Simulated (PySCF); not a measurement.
# Radial density of N⁺ (nitrogen, charge +1)

PBE0, [He] 2s2 2p2, high-spin 3P determinant. Computed with PySCF 2.14 in cc-pVDZ, with the non-relativistic Hamiltonian (point nucleus).

```
r (bohr)  4πr²ρ (e/bohr)  4πr²(ρα − ρβ)
 0.00476         0.05493         0.0000
 0.00801          0.1492         0.0001
  0.0135          0.3897         0.0003
  0.0227          0.9718         0.0008
  0.0381           2.216         0.0020
  0.0641           4.381         0.0056
   0.108           6.794         0.0194
   0.181           7.103         0.0867
   0.305           4.095         0.3418
   0.513           2.124         0.9306
   0.863           3.127         1.5156
    1.45           2.179         1.0191
    2.44          0.3600         0.1758
    4.11         0.01065         0.0077
```
